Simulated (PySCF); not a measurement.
**Ir³⁺: ionisation energy**

Ir³⁺ [Xe] 4f14 5d6 [5d3/2^4 5d5/2^2, M_J = 4] → Ir⁴⁺ [Xe] 4f14 5d5 [5d3/2^4 5d5/2^1, M_J = 5/2], as a difference of total energies. All numbers are calculated (PySCF 2.14, the two-component X2C-1e Hamiltonian, in x2c-TZVPPall-2c (11s11p10d3f1g, 124 functions)). Correlated levels: [Kr] 4d10 4f14 frozen; the 34 highest virtual spinors dropped. "Screened" scales the spin-orbit matrix elements by Boettger's factors to mimic the two-electron term; Breit and QED terms are absent.

Q: Order these methods by the ionisation energy they give, lowest first.
A. GHF (screened spin-orbit)
B. GHF (spin-free)
C. GMP2 (screened spin-orbit)
D. GMP2 (spin-free)

A: B (39.564 eV), A (40.002 eV), D (40.892 eV), C (41.356 eV).

The spin-free rows relax to the high-spin LS determinant and lack the spin-orbit shift.

Errors of the correlated levels include the incompleteness of this basis and the frozen core.

The labels give the starting determinants; with spin-orbit coupling the two ends relaxed to ⟨J²⟩ = 20.04, ⟨L²⟩ = 6.86, ⟨S²⟩ = 5.71 and ⟨J²⟩ = 8.76, ⟨L²⟩ = 0.37, ⟨S²⟩ = 8.39.

For comparison: 40 ± 1.7 eV (theoretical estimate listed by NIST; NIST Atomic Spectra Database, ionization energies).
